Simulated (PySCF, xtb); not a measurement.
HI2Si, SMILES I[SiH]I, multiplicity 2.

Harmonic wavenumbers (cm⁻¹) from GFN2-xTB (xtb 6.7.1) at its own minimum, in rising order: 69, 336, 422, 505, 607, 2281.

Task: What does PBE0-D3(BJ)/def2-SVP run with PySCF give at its own minimum? (The exact figures need the calculation; the answer reports its results.)

Result: 81, 322, 401, 556, 697, 2182. Paired by order, the mean absolute difference is 48 cm⁻¹ and the zero-point energies are 6.0 and 6.1 kcal/mol.
